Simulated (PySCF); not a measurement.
F4S, SMILES FS(F)(F)F (connectivity only; charge and spin as stated), charge -1, multiplicity 2. Atoms are numbered in the order given.

```xyz
5

F      1.1805     0.6181     0.0000
S     -0.4215     0.2549     0.0000
F     -0.3280     0.2693    -1.7569
F      0.2249    -1.6098     0.0000
F     -0.3280     0.2693     1.7569
```
Charge -1, spin multiplicity 2.

The structure is a stationary point at PBE0-D3(BJ)/def2-SVPD. The multiplicity is an assumed one; other spin states were not compared.

Calculation: PySCF with B3LYP/pcH-1.

Unrestricted Kohn–Sham, ⟨S²⟩ = 0.756. Hyperfine tensors hold the contact and dipolar terms, without spin-orbit corrections.

Computed hyperfine couplings:
| nucleus | A(iso) (MHz) | A(iso) (G) | dipolar principal values (MHz) |
|---|---|---|---|
| 19F no. 1 | 204.4 | 72.9 | -139.1, -94.3, 233.5 |
| 33S no. 2 | 68.9 | 24.6 | -83.1, -72.6, 155.7 |
| 19F no. 3 | 22.4 | 8.0 | -91.5, -90.2, 181.7 |
| 19F no. 4 | 769.4 | 274.5 | -514.2, -511.1, 1025.3 |
| 19F no. 5 | 22.4 | 8.0 | -91.5, -90.2, 181.7 |

Q: And the g tensor (effective nuclear charges for spin-orbit coupling, GIAO)? (The exact figures need the calculation; the answer reports its results.)

A: principal values 2.0018, 2.0035, 2.0064; isotropic 2.0039.
